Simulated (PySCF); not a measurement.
BrH₃OSiZn, SMILES [Zn]([Br])[O][SiH3]. Atoms are numbered in the order given.

```xyz
7

Zn     0.1820     0.0868     0.0000
Br    -0.1218    -2.1176     0.0000
O      0.5226     1.8197     0.0000
Si    -0.2721     3.2674     0.0000
H     -1.1451     3.4187     1.2037
H      0.7230     4.3739     0.0000
H     -1.1451     3.4187    -1.2037
```
Charge 0, spin multiplicity 1.

The structure is a stationary point at TPSSh-D3(BJ)/def2-SVP. The structure was generated by enumeration; whether it is a known compound was not checked. The values are those of a single conformer.

Method: r2SCAN/def2-TZVP (PySCF).

Symmetry labels are those of the subgroup Cs that the program uses (full group Cs).

Q: List the valence orbital energies around the gap with their symmetry. (An estimate is asked for; the answer gives what the named calculation found.)

A: 
```
orbital  symmetry  energy (eV)
-------  --------  -----------
HOMO−7         A'       -10.34
HOMO−6         A'        -9.49
HOMO−5         A'        -9.39
HOMO−4         A"        -9.34
HOMO−3         A'        -7.88
HOMO−2         A"        -7.88
HOMO−1         A'        -7.55
HOMO           A"        -7.38
LUMO           A'        -2.33
LUMO+1         A'        -0.70
LUMO+2         A"        -0.64
LUMO+3         A'         0.45
```
